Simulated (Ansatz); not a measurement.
Method: frozen-core CCSD(T)/cc-pVTZ // TPSSh-D3(BJ)/def2-TZVP in Ansatz (a quantum-chemistry and plane-wave program). The geometry is that of the parent before the electron was removed.

Ansatz 0.2 input:
```yaml
crystal:
  periodic: [false, false, false]
  atoms:
    - { symbol: C, position_ang: [1.699724, -0.181541, -0.426319] }
    - { symbol: C, position_ang: [0.533542, -0.208994, -0.100473] }
    - { symbol: C, position_ang: [-0.78505, -0.317384, 0.297426] }
    - { symbol: O, position_ang: [-1.6639, 0.600988, 0.172675] }
    - { symbol: H, position_ang: [2.730753, -0.144076, -0.719658] }
    - { symbol: H, position_ang: [-1.164074, -1.228872, 0.758014] }
    - { symbol: H, position_ang: [-1.330572, 1.42613, -0.241108] }
basis:
  gaussian: { orbitals: cc-pVTZ }
correlation:
  method: ccsd_t
total_charge: 2
magnetization:
  spin_polarized: true
  initial_magnetization: 1
```

Output:

```
Functional definition: HF
945 factors; integrals over basis functions are off by at most 9.2e-4 eV
mean field evaluation 1: about -5143.8387 eV, gradient 4.4e1 eV
mean field evaluation 2: about -5143.8431 eV, gradient 4.4e1 eV
mean field evaluation 4: about -5151.5678 eV, gradient 4.2e0 eV
mean field evaluation 8: about -5151.7291 eV, gradient 2.6e-1 eV
mean field evaluation 16: about -5148.0357 eV, gradient 3.2e1 eV
mean field evaluation 32: about -5151.7321 eV, gradient 5.0e-3 eV
mean field evaluation 64: about -5150.1075 eV, gradient 8.1e0 eV
mean field evaluation 96: about -5151.7077 eV, gradient 1.1e0 eV
mean field evaluation 128: about -5151.6670 eV, gradient 1.6e0 eV
mean field evaluation 160: about -5148.8983 eV, gradient 2.2e0 eV
mean field evaluation 192: about -5148.8838 eV, gradient 2.6e0 eV
mean field evaluation 224: about -5148.8838 eV, gradient 2.6e0 eV
mean field evaluation 256: about -5143.1682 eV, gradient 1.2e1 eV
mean field evaluation 288: about -5148.4328 eV, gradient 3.7e-1 eV
mean field evaluation 320: about -5151.4528 eV, gradient 3.3e-1 eV
mean field evaluation 352: about -5146.7386 eV, gradient 4.2e-3 eV
mean field evaluation 384: about -5151.4722 eV, gradient 9.3e-4 eV
mean field evaluation 416: about -5149.0171 eV, gradient 4.2e0 eV
mean field evaluation 448: about -5149.7161 eV, gradient 6.8e0 eV
mean field -5151.73213827 eV, -189.3226641120 hartree, gradient 2.1e-6 eV, S^2 0.762277; 13 other end points of the search recorded, 0 dependent functions left out
determinant -5151.73213827 eV, -189.3226641120 hartree, with singles and doubles -5169.18462798 eV, -189.9640312789 hartree
determinant -5151.47219892 eV, -189.3131115171 hartree, with singles and doubles -5168.93783886 eV, -189.9549619462 hartree
determinant -5151.73213827 eV, -189.3226641120 hartree, with singles and doubles -5169.02989596 eV, -189.9583449822 hartree
determinant -5151.47219892 eV, -189.3131115171 hartree, with singles and doubles -5168.79095261 eV, -189.9495639760 hartree
4 core orbitals not correlated
reference -5151.73213827 eV, -189.3226641120 hartree; 10, 9 occupied and 148, 149 virtual orbitals, 945 factors
second order -16.55051454 eV of doubles, -0.00000000 eV of singles
cycle   1  -17.29775923 eV  change   -1.5e-6 eV  update   3.4e-6
perturbative correction -0.80181842 eV, -0.0294662835 hartree
Total energy: -5169.83171592 eV, -189.9878113222 hartree
```

Cost: around 11 core-minutes (rough).
